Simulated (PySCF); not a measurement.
C₂H₆Si, triplet, at a GFN2-xTB geometry (the spin is typed, not shown lowest). Base run: PySCF with CCSD(T)/3-21G.

Here is a job for PySCF.
```python
from pyscf import gto, scf, cc

mol = gto.M(
    atom='''
Si   -0.225573    0.100488    0.543546
C     0.808156    1.430627   -0.365626
H     0.899633    2.325149    0.240102
H     0.339152    1.704414   -1.308169
H     1.808524    1.060634   -0.579358
C    -0.507828   -1.564418   -0.358052
H     0.440909   -2.051916   -0.571486
H    -1.028462   -1.408136   -1.300298
H    -1.103704   -2.234239    0.251633
''',
    basis='3-21g',
    charge=0,
    spin=2,
    verbose=4,
)

mf = scf.UHF(mol)
mf.kernel()

mycc = cc.CCSD(mf)
mycc.kernel()
et = mycc.ccsd_t()
print('E(CCSD(T)) = %.10f' % (mycc.e_tot + et))
mf.analyze()
```

Each row names what was changed in the base input (with any setting that the change needs).

```csv
change,ΔE vs base (kcal/mol),MP2 correlation (Eh),CC correlation without the perturbative part (Eh),basis functions
base,0.000,-0.22368,-0.25956,43
cc.iterative_damping = 0.8,0.000,-0.22368,-0.25956,43
cart = on,0.000,-0.22368,-0.25956,43
method = ccsd,3.63,-0.22368,-0.25956,43
cc.diis_space = 10,0.000,-0.22368,-0.25956,43
cc.conv_tol = 1e-9,0.000,-0.22368,-0.25956,43
frozen = 7,5.56,-0.21453,-0.25092,43
density fitting = JK and correlation,0.048,-0.22354,-0.25954,43
frozen = 8,32.78,-0.17982,-0.20824,43
cc.level_shift = 0.2,0.000,-0.22368,-0.25956,43
```

Open shells are given as the SCF converged; they aren't shown to be the lowest states, and a large step between rows can be another state.
